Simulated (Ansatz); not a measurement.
`[Cl][Al]1[CH2][O]1`, relaxed with RKS PBE-D4/def2-SVP in Ansatz from a rough embedded geometry. The force threshold is 0.03 eV/Å; the program also tests the step.

Charge 0, multiplicity 1.

Start:

```xyz
6

Cl    2.877   -1.011    0.370
Al    1.072    0.147   -0.231
C    -0.821    0.023   -0.125
O    -0.404    1.281    0.242
H    -1.278   -0.466    0.800
H    -1.446    0.026   -1.057
```

```json
{"step": "1", "energy (eV)": "-22215.1761", "largest force (eV/Å)": "2.818", "largest move (Å)": "0.000"}
{"step": "2", "energy (eV)": "-22215.9440", "largest force (eV/Å)": "1.518", "largest move (Å)": "0.197"}
{"step": "3", "energy (eV)": "-22216.2723", "largest force (eV/Å)": "0.427", "largest move (Å)": "0.197"}
{"step": "4", "energy (eV)": "-22216.3229", "largest force (eV/Å)": "0.229", "largest move (Å)": "0.116"}
{"step": "5", "energy (eV)": "-22216.3375", "largest force (eV/Å)": "0.102", "largest move (Å)": "0.090"}
{"step": "6", "energy (eV)": "-22216.3388", "largest force (eV/Å)": "0.040", "largest move (Å)": "0.011"}
{"step": "7", "energy (eV)": "-22216.3390", "largest force (eV/Å)": "0.040", "largest move (Å)": "0.010"}
{"step": "8", "energy (eV)": "-22216.3391", "largest force (eV/Å)": "0.036", "largest move (Å)": "0.004"}
{"step": "9 (rejected)", "energy (eV)": "-22216.3391", "largest force (eV/Å)": "0.039", "largest move (Å)": "0.003"}
{"step": "10", "energy (eV)": "-22216.3391", "largest force (eV/Å)": "0.002", "largest move (Å)": "0.001"}
```

End:

```xyz
6

Cl    3.023   -0.644    0.175
Al    0.981   -0.223    0.053
C    -0.906   -0.028   -0.109
O    -0.059    1.145    0.285
H    -1.618   -0.349    0.679
H    -1.421    0.100   -1.084
```

It took 14 s on 2 threads of an Arm Neoverse V1 on a shared host, with 0.16 GiB of host memory at the peak.
